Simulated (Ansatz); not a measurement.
Geometry optimisation, RHF/def2-SVP in Ansatz 0.2.0.

Input:

```yaml
crystal:
  periodic: [false, false, false]
  atoms:
    - { symbol: Ta, position_ang: [-0.441063, -0.450122, 0.3112] }
    - { symbol: O, position_ang: [2.731544, 0.015491, 0.225043] }
    - { symbol: H, position_ang: [3.168701, 0.55953, 0.866789] }
    - { symbol: F, position_ang: [-0.247312, 0.089607, 2.104231] }
    - { symbol: F, position_ang: [-0.302874, -1.126317, -1.433036] }
    - { symbol: F, position_ang: [-0.112542, 1.286229, -0.281826] }
    - { symbol: F, position_ang: [-2.255493, -0.769272, 0.454641] }
    - { symbol: "N", position_ang: [0.731351, -2.083142, 0.86857] }
    - { symbol: H, position_ang: [0.958893, -2.827364, 0.234342] }
    - { symbol: H, position_ang: [0.910015, -2.327767, 1.825385] }
    - { symbol: H, position_ang: [2.62528, -0.862471, 0.62656] }
basis:
  gaussian: { orbitals: def2-SVP }
hamiltonian:
  xc: hf
relax:
  f_tol: 0.03
  max_steps: 50
output:
  orbitals: {}
```

Command:

```bash
$ ansatz run input.yaml --threads 4 --pin off --max-ram 5120MiB --backend cpu --events-out ev --progress --plain --runs-dir out
```

Question: Where does it end, and by what steps?

Answer: The run converged. After 12 steps the energy has fallen by 0.845 eV; H3 moved furthest, 1.01 Å. Joined: Ta1–O2 (3.21 → 2.28 Å).

| step | energy less start (eV) | largest force component (eV/Å) | accepted |
| --- | --- | --- | --- |
| 0 | 0.0000 | 1.647 | yes |
| 1 | -0.1661 | 1.814 | yes |
| 2 | -0.2328 | 2.730 | yes |
| 3 | -0.4546 | 2.292 | yes |
| 4 | -0.6248 | 1.496 | yes |
| 5 | -0.7648 | 1.137 | yes |
| 6 | -0.8152 | 0.964 | yes |
| 7 | -0.8144 | 0.417 | no |
| 8 | -0.8346 | 0.431 | yes |
| 9 | -0.8441 | 0.058 | yes |
| 10 | -0.8446 | 0.036 | yes |
| 11 | -0.8447 | 0.034 | yes |
| 12 | -0.8447 | 0.007 | yes |

```xyz
11
Properties=species:S:1:pos:R:3
Ta -0.062 -0.482 0.389
O 2.171 -0.041 0.342
H 2.456 0.856 0.210
F 0.071 -0.030 2.222
F 0.163 -1.055 -1.396
F 0.155 1.354 -0.119
F -1.921 -0.557 0.367
N 0.512 -2.307 0.926
H 0.714 -3.050 0.281
H 0.645 -2.607 1.875
H 2.863 -0.575 0.706
```

Whether the end is a true minimum wasn't checked by a vibrational analysis.

Run time: 20 s on 4 threads of Arm Neoverse V2 (shared host), peak memory 0.38 GiB.
